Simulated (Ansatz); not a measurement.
This geometry of AlClF2H2S (7 atoms, charge 0, multiplicity 1) is a first-order saddle point.

Theory: Ansatz 0.2.0, RKS BHLYP/def2-SVP.

```xyz
7
Properties=species:S:1:pos:R:3
Al -0.014 -0.368 -0.115
F -0.224 -0.182 1.702
F 1.468 0.227 -0.512
Cl -1.728 0.232 -1.133
S 0.058 -2.577 0.575
H -1.252 -2.803 0.384
H -0.152 -1.299 1.698
```

(1) Which two structures does it join? (They come from a converged band through this point; their orientation in space is the band's.)

(2) How far does it lie above each of them?

Answers

(1) Bonds broken: S5–H7. Bonds formed: F2–H7.

Initial state:

```xyz
7
Properties=species:S:1:pos:R:3
Al -0.031 -0.037 0.015
F -0.246 0.473 1.574
F 1.473 0.151 -0.635
Cl -1.685 0.045 -1.268
S 0.023 -2.473 0.589
H -1.293 -2.681 0.414
H -0.086 -2.249 1.909
```

Final state:

```xyz
7
Properties=species:S:1:pos:R:3
Al -0.012 -0.516 -0.190
F -0.189 -0.121 1.737
F 1.450 0.181 -0.493
Cl -1.741 0.250 -1.072
S 0.054 -2.658 0.410
H -1.258 -2.868 0.216
H -0.149 -1.038 1.990
```

(2) 0.89 eV above the first and 0.09 eV above the second. This is the barrier of this one path; another mechanism may lie lower. The orbitals stay closed-shell, which can raise the energy where a bond breaks towards radicals; this wasn't checked here.

Time of the run: 2.7 min on 2 threads of Arm Neoverse V1, on a shared host, peak memory 0.2 GiB.
